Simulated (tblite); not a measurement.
Compound: C4H8O4S.
SMILES with atom numbers: `[CH3:1][CH2:2][C@H:3]1[CH2:4][O:5][S:6](=[O:7])(=[O:8])[O:9]1` (hydrogens: H10, H11, H12 on C1; H13, H14 on C2; H15 on C3; H16, H17 on C4)

Computed with GFN2-xTB (tblite), gas phase: nudged elastic band of 9 images (0 to 8), spring 0.2 eV/Å², climbing image at the end, force threshold 0.05 eV/Å. The top image wasn't refined or checked by frequencies; at this threshold it can lie a kcal/mol or more above the true saddle point of the method.

Path: rotation about C2–C3 (chain CH2 carbon, sp3 carbon bound to oxygen), followed by the dihedral C1–C2–C3–O9. Start geometry (image 0):
```
atom  x, y, z in Å
C1      2.218    0.487    0.302
C2      1.010   -0.435    0.428
C3     -0.017   -0.161   -0.670
C4     -1.233   -1.132   -0.586
O5     -2.388   -0.336   -0.503
S6     -1.933    1.003    0.257
O7     -1.661    0.692    1.617
O8     -2.799    2.073   -0.051
O9     -0.562    1.141   -0.547
H10     2.911    0.313    1.121
H11     1.894    1.524    0.330
H12     2.737    0.310   -0.637
H13     1.326   -1.478    0.356
H14     0.520   -0.276    1.390
H15     0.454   -0.198   -1.659
H16    -1.328   -1.762   -1.471
H17    -1.155   -1.753    0.313
```

The converged band, energies from image 0, some withheld:

```
image  dihedral (°)  C1–C2 (Å)  C2–C3 (Å)  C3–O9 (Å)  C1–C2–C3 (°)  C2–C3–O9 (°)  E (kJ/mol)
    0           -64      1.524      1.529      1.417         111.4         111.2         0.0
    1           -51      1.525      1.531      1.416         111.5         111.5           ?
    2           -37      1.525      1.536      1.415         112.0         112.1         7.0
    3           -22      1.525      1.542      1.414         112.5         112.6        12.0
    4            -8      1.526      1.546      1.415         112.7         112.7           ?
    5             6      1.526      1.546      1.416         112.9         112.8           ?
    6            21      1.525      1.543      1.416         113.0         112.8        11.5
    7            37      1.524      1.537      1.415         113.2         112.6         8.3
    8            51      1.524      1.532      1.417         113.7         112.2           ?
```

Q: Estimate the withheld energies, and name the highest image.

A: image 1: 2.2 kJ/mol; image 4: 15.1 kJ/mol; image 5: 14.6 kJ/mol; image 8: 5.9 kJ/mol. The highest is image 4.

Q: Between which neighbours does the energy rise most, and fall most?

A: It rises most from image 2 to 3 (+5.0 kJ/mol) and falls most from image 6 to 7 (-3.2 kJ/mol).

Q: Give the height of the top above the start in other units, and in kT at 298.15 K.

A: 0.1564 eV = 3.61 kcal/mol = 15.1 kJ/mol = 1262 cm⁻¹, or 6.1 kT.

The cost below is that of the whole band run. Time: 5.0 s of wall time; peak memory 0.18 GiB. Hardware: one thread, Arm Neoverse V1 (aarch64), no GPU, shared host with 32 logical CPUs at a one-minute load of 9.5.
